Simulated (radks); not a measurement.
Species: the praseodymium ion Pr2+. Configuration: [Xe] 4f2 6p1 (not the ground configuration). All-electron calculation, scalar-relativistic Kohn-Sham, BLYP, spin-polarised, spherical densities, finite nucleus; open shells are filled with parallel spins first (spin-orbit coupling, left out, can overturn this in heavy ions); Fermi nuclear charge, rms radius 4.8919 fm. Program: a radial shooting solver on a logarithmic mesh with Libxc functionals.

Unscreened Slater integrals over Kohn-Sham orbitals (hartree). They are taken over the spin-up orbitals.

integral      value
F0(6p,6p)   0.21514
F2(6p,6p)   0.11916
F0(6p,4f)   0.28050
F2(6p,4f)  0.044292
G2(6p,4f)  0.012106
G4(6p,4f)  0.011064
F0(6p,5p)   0.26805
F2(6p,5p)  0.071443
G0(6p,5p)  0.014018
G2(6p,5p)  0.019205
F0(6p,5s)   0.27217
G1(6p,5s)  0.022786
F0(4f,4f)   0.91661
F2(4f,4f)   0.42870
F4(4f,4f)   0.26753
F6(4f,4f)   0.19205
F0(4f,5p)   0.62773
F2(4f,5p)   0.23361
G2(4f,5p)   0.13301
G4(4f,5p)   0.10124
F0(4f,5s)   0.69591
G3(4f,5s)   0.14874
F0(5p,5p)   0.53407
F2(5p,5p)   0.28858
F0(5p,5s)   0.56856
G1(5p,5s)   0.38176
F0(5s,5s)   0.61291

Derived for the open shells (J is the average intra-shell exchange parameter used in DFT+U). 4f: F4/F2 = 0.624, F6/F2 = 0.448, J = (286 F2 + 195 F4 + 250 F6)/6435 = 0.03462 hartree. 6p: J = F2/5 = 0.02383 hartree.
